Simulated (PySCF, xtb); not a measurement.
CH₇FO₂Si₂, SMILES O[Si](F)(O)C[SiH3]. One conformer was computed; it need not be the lowest.

Harmonic wavenumbers (cm⁻¹) from GFN2-xTB (xtb 6.7.1) at its own minimum, in rising order: 31, 104, 113, 168, 189, 225, 246, 282, 302, 313, 491, 529, 677, 700, 750, 783, 783, 795, 811, 819, 849, 922, 968, 1030, 1151, 1452, 2211, 2266, 2280, 2983, 3003, 3654, 3693.

Question: What does PBE0-D3(BJ)/def2-SVP (PySCF) give at its own minimum? (The exact figures need the calculation; the answer reports its results.)

Answer: 22, 117, 145, 162, 204, 249, 261, 328, 363, 373, 489, 570, 717, 753, 757, 783, 796, 877, 928, 937, 946, 956, 987, 1018, 1092, 1376, 2221, 2243, 2254, 3081, 3149, 3939, 3944. Paired by order, the mean absolute difference is 57 cm⁻¹ and the zero-point energies are 50.9 and 52.9 kcal/mol.
